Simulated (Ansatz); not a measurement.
Frontier orbitals of C2H6ClNSi (`N=CC([SiH3])Cl`).

| atom | x (Å) | y (Å) | z (Å) |
| --- | --- | --- | --- |
| N1 | -0.266 | 2.073 | -0.905 |
| C2 | 0.504 | 1.197 | -0.422 |
| C3 | 0.165 | 0.201 | 0.640 |
| Si4 | -0.324 | -1.477 | -0.113 |
| Cl5 | 1.572 | -0.086 | 1.713 |
| H6 | -1.177 | 2.067 | -0.441 |
| H7 | 1.514 | 1.111 | -0.833 |
| H8 | -0.646 | 0.575 | 1.268 |
| H9 | -1.547 | -1.280 | -0.932 |
| H10 | 0.794 | -1.950 | -0.964 |
| H11 | -0.588 | -2.431 | 0.990 |

Charge 0, multiplicity 1. The geometry is a stationary point of PBE0-D4/def2-TZVP. It is one conformer, not always the lowest. Basis def2-TZVPP, the Gaussian-basis code of Ansatz.

```
functional  HOMO (eV)  LUMO (eV)  gap (eV)
       PBE      -6.36      -2.00      4.36
    r2SCAN      -6.68      -1.81      4.87
    B97M-V      -6.88      -1.75      5.13
      PBE0      -7.82      -0.93      6.89
   LC-ωPBE     -10.59       1.46     12.05
   ωB97M-V     -10.15       1.24     11.39
        HF     -11.17       2.85     14.02
```

A quarter of exact exchange (PBE0) shifts PBE's HOMO by −1.46 eV and its LUMO by +1.07 eV; full exchange at long range (ωB97M-V) shifts them by −3.78 and +3.24 eV. The gap opens from 4.36 to 11.38 eV, since occupied levels lose self-interaction and empty ones feel all the electrons. A positive LUMO is unbound and depends on the basis.

LC-ωPBE has ω = 0.4 bohr⁻¹.
